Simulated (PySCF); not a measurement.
**Worked example: oscillator strength and radiative lifetime**

C₃H₅ClGe, SMILES C(=[CH][GeH3])=CCl.

Geometry: r2SCAN-D4/def2-SVP. The structure was generated by enumeration; whether it is a known compound was not checked.

TDDFT-PBE/def2-SVPD in PySCF 2.14.0 puts the first singlet state with f over 0.02 at 5.50 eV (vertical), with the transition dipole (-0.621, 0.062, 0.109) in atomic units.

Q: Find the oscillator strength, the wavelength and the radiative lifetime that this transition would have in vacuum if emission retraced absorption.

A: 
|μ|² = 0.4014 au, so |μ| = 1.61 D. ΔE = 5.50/27.211 = 0.2021 hartree. f = (2/3) ΔE |μ|² = 0.054 (the program prints 0.054).
λ = 1239.84/5.50 = 225 nm; ν = 44360 cm⁻¹.
Einstein's coefficient A = 0.6670 ν² f s⁻¹ (ν in cm⁻¹) = 7.1e7 s⁻¹, so τ = 1/A = 14 ns. This state is S2; the lower singlet has f = 0.000. The figure is the radiative limit of this one transition; relaxation, internal conversion, crossing to triplets and a medium change what is measured.
